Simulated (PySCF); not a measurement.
C2H10NSSi2 (doublet state).
Cartesian coordinates in Å at the GFN2-xTB level; atoms count from 1:
```xyz
16
C2H10NSSi2 angstrom
C      3.1832   -0.4209    0.0274
N      1.8284   -0.2735   -0.3151
Si     0.6319    0.8049    0.0824
C     -0.5379   -0.3025    1.1844
S     -2.0974    0.5230    1.4717
Si    -3.2211    0.0153   -0.2919
H      3.7004    0.5231    0.2332
H      3.2785   -1.0519    0.9207
H      3.6932   -0.9486   -0.7849
H      0.7775    2.0502    0.8465
H     -0.1273    1.0477   -1.1484
H     -0.7012   -1.2579    0.7017
H     -0.0792   -0.4546    2.1549
H     -4.5671    0.4263    0.0696
H     -2.6855    0.7533   -1.4274
H     -3.0839   -1.4250   -0.4686
```

The hyperfine couplings belong to this conformer and change with its torsions.

As a line formula: `C[N][SiH2]CS[SiH3]` [radical].

Computed, not measured: PySCF 2.14.0, UKS B3LYP, pcH-1 on C H N S Si, non-relativistic, mean-field spin-orbit, GIAO. Isolated species at its GFN2-xTB geometry (one conformer only). The geometry wasn't refined by DFT: couplings that depend on bond lengths, twists or pyramidal angles can differ widely from those at the functional's own minimum. Stability of the SCF solution: not tested.

Problem. The isotropic 13C couplings are +63.9, -31.2 MHz. Assign them to C1; C4.

Solution. 
```tsv
site	a_iso (MHz)	ρ(0) (bohr⁻³)	position	distance from N2 (Å)	spin population	largest |T| (MHz)
C1	-31.2	-0.0278	1 bond from N2	1.41	-0.06	4.6
C4	+63.9	+0.0568	2 bonds from N2	2.80	+0.08	16.4
```

Problem. Match the computed a_iso(29Si) values +53.6, +1.5 MHz with the sites Si3; Si6.

Solution. 
```
site  a_iso (MHz)  ρ(0) (bohr⁻³)         position  distance from N2 (Å)  spin population  largest |T| (MHz)
 Si3        +53.6        -0.0605   1 bond from N2                  1.66            -0.05                5.5
 Si6         +1.5        -0.0017  4 bonds from N2                  5.06             0.00                0.2
```

Problem. The isotropic 1H couplings, averaged over equivalent nuclei, are +94.2, +33.5, -4.6, +3.1 MHz. Assign them to H7/H8/H9; H10/H11; H12/H13; H14/H15/H16.

Solution. 
```csv
site,a_iso (MHz),ρ(0) (bohr⁻³),position,distance from N2 (Å),bound to,spin population there,largest |T| (MHz)
H7/H8/H9,+94.2,+0.0211,2 bonds from N2,2.07,C1,-0.06,9.7
H10/H11,+33.5,+0.0075,2 bonds from N2,2.65,Si3,-0.05,5.2
H12/H13,-4.6,-0.0010,3 bonds from N2,3.01,C4,+0.08,5.8
H14/H15/H16,+3.1,+0.0007,5 bonds from N2,5.42,Si6,0.00,1.1
```

ρ(0) is the spin density at the nucleus and T the dipolar tensor; a_iso includes a spin–orbit part; entries for several nuclei are means. Largest spin populations (Mulliken): N2 (+0.84), C4 (+0.08), H8 (+0.08) and C1 (-0.06). No atom but N2 exceeds +0.15.

Nuclei that the bonding pattern makes equivalent are averaged, as if the motion that swaps them (rotation, inversion, ring flip) were fast. The three 1H nuclei of mean +94.2 MHz run from 28.4 to 188.0 MHz in the frozen geometry. The three 1H nuclei of mean +3.1 MHz run from 0.1 to 5.9 MHz in the frozen geometry. The 1H value of +33.5 MHz is a mean of couplings from -6.5 to 73.6 MHz in this one geometry, not an average over conformers.

Time: 97 s wall (grids of density and orbitals included); peak memory 1.0 GiB. Hardware: an Arm Neoverse V1 with one thread, shared host.
